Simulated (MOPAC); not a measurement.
MOPAC input (AM1):

```
AM1 PRECISE GNORM=0.05 LET XYZ CHARGE=1 GEO-OK AUX(PRECISION=9) THREADS=1
F3Ge

F    -1.09387531 1   -1.24703347 1    0.00576626 1
Ge   -0.00000000 1   -0.00000000 1    0.00000000 1
F     1.62656133 1   -0.32365871 1   -0.03510244 1
F    -0.53268602 1    1.57069217 1    0.02933618 1
```

Output:

```
 *******************************************************************************
 **                                                                           **
 **                              MOPAC v23.2.5                                **
 **                                                                           **
 *******************************************************************************
 ** MOPAC's Digital Object Identifier: https://doi.org/10.5281/zenodo.6511958 **
 **                                                                           **
 ** Please cite the open-source release paper for use of this MOPAC version:  **
 ** J. E. Moussa and J. J. P. Stewart (2026)                                  **
 ** MOPAC: An open-source semiempirical molecular orbital program             **
 ** J. Open Source Softw., 11(119), 8025, https://doi.org/10.21105/joss.08025 **
 *******************************************************************************

                              AM1 CALCULATION RESULTS

 *******************************************************************************
 *  AM1        - The AM1 Hamiltonian to be used
 *  GEO-OK     - OVERRIDE INTERATOMIC DISTANCE AND OTHER SAFETY CHECKS
 *
 *
 *
 *                 CHARGE ON SYSTEM = +1
 *
 *
 *
 *  LET        - OVERRIDE SOME SAFETY CHECKS
 *  PRECISE    - TIGHTER CRITERIA TO BE USED
 *  XYZ        - CARTESIAN COORDINATE SYSTEM TO BE USED
 *  GNORM      - EXIT WHEN GRADIENT NORM DROPS BELOW 0.050
 *  AUX        - OUTPUT AUXILIARY INFORMATION
 *******************************************************************************
AM1 PRECISE GNORM=0.05 LET XYZ CHARGE=1 GEO-OK AUX(PRECISION=9) THREADS=1
 F3Ge

   ATOM   CHEMICAL          X               Y               Z
  NUMBER   SYMBOL      (ANGSTROMS)     (ANGSTROMS)     (ANGSTROMS)

     1       F         -1.09387531  *  -1.24703347  *   0.00576626  *
     2      Ge         -0.00000000  *  -0.00000000  *   0.00000000  *
     3       F          1.62656133  *  -0.32365871  *  -0.03510244  *
     4       F         -0.53268602  *   1.57069217  *   0.02933618  *

          CARTESIAN COORDINATES

    NO.       ATOM           X           Y           Z

     1         F         -1.0939     -1.2470      0.0058
     2        Ge         -0.0000     -0.0000      0.0000
     3         F          1.6266     -0.3237     -0.0351
     4         F         -0.5327      1.5707      0.0293

  F: (AM1): M.J.S. DEWAR AND E. G. ZOEBISCH, THEOCHEM, 180, 1 (1988).
 Ge: (AM1): M.J.S.Dewar and C.Jie, Organometallics, 8, 1544, (1989)

           Empirical Formula: F3 Ge  =     4 atoms

      MOLECULAR POINT GROUP   :   D3h

      RHF CALCULATION, NO. OF DOUBLY OCCUPIED LEVELS = 12

          Geometry optimization using EF

          DIAGONAL MATRIX USED AS START HESSIAN

 CYCLE:     1  GRAD.:    17.159 HEAT:  40.72752
 CYCLE:     2  GRAD.:    49.634 HEAT:  42.23839
 CYCLE:     3  GRAD.:     1.597 HEAT:  40.55813
 CYCLE:     4  GRAD.:     0.158 HEAT:  40.55661
 CYCLE:     5  GRAD.:     0.004 HEAT:  40.55659

     GRADIENT =  0.00378 IS LESS THAN CUTOFF =  0.05000

 -------------------------------------------------------------------------------
 AM1 PRECISE GNORM=0.05 LET XYZ CHARGE=1 GEO-OK AUX(PRECISION=9) THREADS=1
 F3Ge

     GEOMETRY OPTIMISED USING EIGENVECTOR FOLLOWING (EF).
     SCF FIELD WAS ACHIEVED

                              AM1 CALCULATION
                                                       MOPAC v23.2.5 Linux

          FINAL HEAT OF FORMATION =         40.55659 KCAL/MOL =     169.68878 KJ/MOL

          COSMO AREA              =         94.71 SQUARE ANGSTROMS
          COSMO VOLUME            =         80.75 CUBIC ANGSTROMS

          GRADIENT NORM           =          0.00378          =       0.00189 PER ATOM
          IONIZATION POTENTIAL    =         20.892928 EV
          HOMO LUMO ENERGIES (EV) =        -20.893 -8.510
          NO. OF FILLED LEVELS    =         12
          MOLECULAR WEIGHT        =        129.5852         POINT GROUP:  D3h

          MOLECULAR DIMENSIONS (Angstroms)

            Atom       Atom       Distance
            F     3    F     1     2.89328
            F     4    F     1     2.50565
           Ge     2    F     3     0.00000

          SCF CALCULATIONS        =          6

   ATOM   CHEMICAL          X               Y               Z
  NUMBER   SYMBOL      (ANGSTROMS)     (ANGSTROMS)     (ANGSTROMS)

     1       F         -1.10153343  *  -1.25576385  *   0.00580663  *
     2      Ge          0.00000071  *   0.00000085  *  -0.00000000  *
     3       F          1.63794698  *  -0.32592449  *  -0.03534815  *
     4       F         -0.53641493  *   1.58168666  *   0.02954153  *

                             CARTESIAN COORDINATES

   1    F       -1.101533433    -1.255763850     0.005806629
   2   Ge        0.000000710     0.000000854    -0.000000003
   3    F        1.637946976    -0.325924491    -0.035348154
   4    F       -0.536414930     1.581686663     0.029541531

           Empirical Formula: F3 Ge  =     4 atoms

      MOLECULAR POINT GROUP   :   D3h

                  EIGENVALUES
 -54.88019 -54.35266 -54.35262 -23.40847 -23.40846 -22.63239 -21.85519 -21.15286
 -21.07630 -21.07630 -20.89294 -20.89293  -8.50979  -8.50395  -4.71173  -4.71172

              NET ATOMIC CHARGES AND DIPOLE CONTRIBUTIONS

  ATOM NO.   TYPE          CHARGE      No. of ELECS.   s-Pop       p-Pop
    1          F          -0.423872        7.4239     1.89249     5.53138
    2         Ge           2.271618        1.7284     0.38621     1.34217
    3          F          -0.423873        7.4239     1.89249     5.53138
    4          F          -0.423873        7.4239     1.89249     5.53138
 DIPOLE           X         Y         Z       TOTAL
 POINT-CHG.     0.000     0.000    -0.000     0.000
 HYBRID         0.000     0.000    -0.000     0.000
 SUM            0.000     0.000    -0.000     0.000

          ATOMIC ORBITAL ELECTRON POPULATIONS

     Atom    s        px        py        pz
    1  F   1.89249   1.84386   1.80882   1.87870
    2 Ge   0.38621   0.48903   0.48906   0.36408
    3  F   1.89249   1.70214   1.95066   1.87858
    4  F   1.89249   1.93314   1.71962   1.87862

 **********************
 *                    *
 * JOB ENDED NORMALLY *
 *                    *
 **********************

 == MOPAC DONE ==
```

The dipole moment of an ion depends on the origin.
